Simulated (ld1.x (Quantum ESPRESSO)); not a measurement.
**Configuration tests for gold (Au) (TM)**

| Quantity | Value |
| --- | --- |
| Element | gold (Au) |
| Generator | ld1.x (Quantum ESPRESSO) 7.5 |
| Type | norm-conserving Troullier–Martins (Kleinman–Bylander form) |
| Functional | PW91 |
| Relativity | scalar-relativistic |
| Frozen core | [Xe] |
| Valence charge | 25 |
| Reference configuration | 4f14 5d10 6s1 6p0 |
| Partial waves | 6s (bound): rc 3.44 bohr; 6p (bound, empty): rc 3.44 bohr; 5d (bound): rc 2.04 bohr; 4f (bound): rc 1.34 bohr |
| Local potential | all-electron potential smoothed inside 2.18 bohr (lloc = -1) |
| Core correction | a·sin(br)/r model core, default radius (core density twice the valence density) |

Energies are relative to the spin-unpolarised reference configuration 4f14 5d10 6s1 6p0; without spin polarisation the order of configurations can differ from experiment. Not all tests gave a result: 1 of 7 tests not solved or not reliable. Left out of the table: 4f13 5d10 6s1 6p0 (solver errors, printed error -4.6 eV).

| valence configuration | charge | ΔE all-electron (eV) | error AE − PS (meV) |
| --- | --- | --- | --- |
| 4f14 5d9 6s0 6p0 | +2 | 30.776 | -141 |
| 4f14 5d8 6s0 6p0 | +3 | 64.734 | -439 |
| 4f14 5d7 6s0 6p0 | +4 | 112.529 | -1007 |
| 4f14 5d9 6s1 6p1 | 0 | 7.516 | +138 |
| 4f14 5d10 6s0 6p1 | 0 | 5.290 | -12 |

(1) What are ΔE and the potential's error for 4f14 5d10 6s0 6p0?

Levels in the configuration 4f14 5d7 6s0 6p0:

| level | all-electron (eV) | pseudo (eV) |
| --- | --- | --- |
| 4f | -134.155 | -135.759 |
| 5d | -55.069 | -55.787 |

Note: ghost state, extra bound levels that the all-electron valence spectrum of the same l lacks: s at -2.11 eV. A true bound ghost makes a file unfit for plane-wave use.

Results:

(1) ΔE = 9.490 eV all-electron; the error (AE − PS) is -17 meV.

These tests converged, but a pseudo level misses the all-electron one widely, so the file describes the atom poorly there or has found another state: 4f14 5d8 6s0 6p0: empty 6s by 6.4 eV; 4f14 5d7 6s0 6p0: empty 6s by 11.9 eV.
